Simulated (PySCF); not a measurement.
C8H20Ge: core ionisation energies

Tetraethylgermane, C8H20Ge.
Cartesian coordinates in Å at the PBE0-D3(BJ)/def2-SVP level; atoms count from 1:
```xyz
29
C8H20Ge angstrom
C      1.627    2.413    0.112
C      0.844    1.453    0.999
Ge    -0.021   -0.012    0.013
C     -0.972   -1.171    1.289
C     -1.654   -2.369    0.641
C      1.341   -1.057   -0.947
C      2.428   -1.629   -0.046
C     -1.297    0.733   -1.287
C     -2.338    1.655   -0.663
H      2.087    3.232    0.689
H      2.441    1.898   -0.423
H      0.983    2.878   -0.653
H      0.061    1.991    1.561
H      1.503    1.002    1.759
H     -1.708   -0.549    1.827
H     -0.245   -1.502    2.050
H     -0.931   -3.016    0.119
H     -2.177   -2.999    1.379
H     -2.403   -2.057   -0.105
H      0.823   -1.865   -1.493
H      1.780   -0.405   -1.722
H      2.973   -0.834    0.487
H      2.009   -2.301    0.720
H      3.175   -2.210   -0.612
H     -1.785   -0.108   -1.808
H     -0.717    1.269   -2.058
H     -2.921    1.142    0.119
H     -3.058    2.034   -1.407
H     -1.870    2.534   -0.190
```

Theory: delta-SCF UKS SCAN, pcX-2 on the ionised atom, pcseg-1 elsewhere, spin-free X2C in PySCF. Vertical ΔSCF values, vacuum level as zero.

Task: What binding energy does each computed site have?

Result: 
```
    atom(s)      bonded to  level  binding energy (eV)  above the level's lowest (eV)  count
C1/C5/C7/C9      C and 3 H   C 1s               290.37                          +0.73      4
C2/C4/C6/C8  C, 2 H and Ge   C 1s               289.64                           0.00      4
```

The listed C 1s values span 0.73 eV, from C2/C4/C6/C8 (bonded to C, 2 H and Ge) to C1/C5/C7/C9 (bonded to C and 3 H). Summing the Pauling electronegativity differences to the bonded atoms, each weighted by its formal bond order, gives -1.24 for the lowest site and -1.05 for the highest.

Task: What is the longest wavelength that can ionise C 1s of C1/C5/C7/C9 vertically?

Result: λ = hc/E = 12398.42 eV Å / 290.37 eV = 42.699 Å.

One atom of each set of topologically equivalent atoms was ionised and stands for the set; in this conformer not all members are related by symmetry, and their own values weren't computed. No level of germanium is listed. Geometry: PBE0-D3(BJ)/def2-SVP, one conformer, isolated molecule.
